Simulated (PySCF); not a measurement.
C2H8OSi.

```xyz
12

Si     0.3662    -0.0749     0.0000
C     -0.2058     0.8426     1.5399
C     -0.2058     0.8426    -1.5399
O     -0.1777    -1.6628     0.0000
H      1.8496    -0.1968     0.0000
H     -1.3043     0.9431     1.5641
H      0.1070     0.3150     2.4552
H      0.2208     1.8592     1.5707
H      0.1070     0.3150    -2.4552
H     -1.3043     0.9431    -1.5641
H      0.2208     1.8592    -1.5707
H     -1.1320    -1.7983     0.0000
```
Charge 0, spin multiplicity 1.

Geometry: B3LYP-D3(BJ)/def2-SVP. One conformer was computed; it need not be the lowest.

Computed with PBE/pcSseg-1 run with PySCF. Non-relativistic, no solvent.

### Question
Give the absolute GIAO shielding of each atom: isotropic value and principal components (ppm). (The exact figures need the calculation; the answer reports its results.)

### Answer

```
atom  σ(iso)    σ11    σ22    σ33  span
----  ------  -----  -----  -----  ----
Si1    325.5  280.2  323.5  372.7  92.5
C2     177.8  167.6  179.2  186.6  19.0
C3     177.8  167.6  179.2  186.6  19.0
O4     288.8  273.5  290.0  303.0  29.5
H5      26.2   23.6   24.1   30.9   7.3
H6      31.2   27.9   29.2   36.4   8.5
H7      30.7   27.0   28.0   37.3  10.3
H8      31.2   27.3   28.8   37.5  10.2
H9      30.7   27.0   28.0   37.3  10.3
H10     31.2   27.9   29.2   36.4   8.5
H11     31.2   27.3   28.8   37.5  10.2
H12     30.9   23.8   26.8   42.1  18.4
```
